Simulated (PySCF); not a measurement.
SMILES [SiH2]([SiH2][Si](C)(C)C)[SeH], singlet at its GFN2-xTB optimised geometry (Å):

```
21

C      2.0305    -0.6320     1.7356
Si     1.3949    -1.1080     0.0000
C      2.0196     0.1956    -1.2485
C      2.0946    -2.8186    -0.4830
Si    -0.9536    -1.1080     0.0000
Si    -1.9152     1.0109     0.0000
Se    -0.4286     2.4004     1.1282
H      1.7181    -1.3472     2.4913
H      3.1150    -0.5708     1.7681
H      1.6429     0.3425     2.0264
H      3.1048     0.2195    -1.2969
H      1.6878     1.1898    -0.9599
H      1.6509     0.0044    -2.2525
H      1.7746    -3.1038    -1.4806
H      1.7551    -3.5900     0.2014
H      3.1809    -2.8259    -0.4728
H     -1.5570    -1.7863    -1.1599
H     -1.5272    -1.8318     1.1476
H     -3.1809     1.2586     0.6977
H     -2.0672     1.6871    -1.2924
H     -1.2025     3.5900     1.0044
```

Level of theory: PBE0/def2-SVP in PySCF. Cells within 0.4 Å of a nucleus heavier than hydrogen are left out (blank, or x).

Map of the HOMO amplitude (bohr^(-3/2)) on the plane z = 0.8 Å; orbital energy -6.60 eV, overall sign arbitrary:

```
|888888888888888888888888888|
|888888888888888888888888888|
|888888888888777888888888888|
|888888888877777778888888888|
|888888888877767777888888888|
|888888888876555677788888888|
|888888888885324567788888888|
|888877888886401567788888888|
|888777778997x11567788888888|
|888777678998534567788888888|
|887776457999766677788888888|
|887776557898877777888888888|
|888777667888887778888888888|
|888777777888888888888888888|
|888887777888888888888888888|
|888888888888888888888888888|
|888888888888888888888888888|
|888888888888888888888888888|
|888888888888888888888888888|
|888888888888888888888888888|
|888888888888888888888888888|
|888888888888888888888888888|
|888888888888888888888888888|
|888888888888888888888888888|
|888888888888888888888888888|
|888888888888888888888888888|
|888888888888888888888888888|
```
Scale: ten equal steps from -0.165 (start of '0') to 0.038 (end of '9'), in the order '0123456789'; x runs from -6.00 to 6.00, y from -6.00 (bottom) to 6.00 (top).
